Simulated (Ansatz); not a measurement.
`O[SiH2][CH2][GeH2][OH]` → `[CH2][GeH2][OH]`• + `O[SiH2]`•  (homolysis of the C–Si bond)

Computed with Ansatz on PBE0-D4/def2-TZVP structures; ΔE is electronic, products minus reactants. CCSD(T)/CBS adds triple-zeta CCSD(T) − MP2 to the extrapolated MP2 energy (def2 sets, frozen cores). This one scheme is used for every species. DFT in def2-TZVPP. B3LYP here is the variant with VWN-RPA as its local correlation; programs differ in this. Open shells (•) are unrestricted, without spin–orbit coupling. For Ge outer-core shells are correlated without core-valence functions, which leaves a few kJ/mol of doubt a bond. Scalar relativity is left out up to krypton. Each species was taken in one conformer, which may not be the lowest.

Problem. What is ΔE at CCSD(T)/CBS? (An estimate is asked.)

Solution. Ansatz gave: +4.42 eV.

Problem. What do these levels give: r2SCAN-D4, PBE0-D4, B3LYP-D4, ωB97M-V, PBE, B3LYP, HF/def2-TZVPP, CCSD/def2-TZVPP, CCSD(T)/def2-TZVPP, MP2/def2-QZVPP, HF/CBS(def2), CCSD/CBS(def2)? (Estimate.)

Solution. The calculation gave: r2SCAN-D4 4.05, PBE0-D4 4.22, B3LYP-D4 4.16, ωB97M-V 4.44, PBE 4.06, B3LYP 3.95, HF/def2-TZVPP 3.07, CCSD/def2-TZVPP 4.20, CCSD(T)/def2-TZVPP 4.31, MP2/def2-QZVPP 4.54, HF/CBS(def2) 3.05, CCSD/CBS(def2) 4.31 eV.

Largest T1 diagnostic among the species: 0.015.

From PBE to PBE0 (25 % exact exchange), in def2-TZVPP and without D4, ΔE moves by +0.04 eV. In def2-TZVPP, CCSD(T) changes the Hartree–Fock value by +1.24 eV (the triples alone add +0.11 eV) and MP2 by +1.41 eV; breaking electron pairs costs correlation energy, which Hartree–Fock lacks.
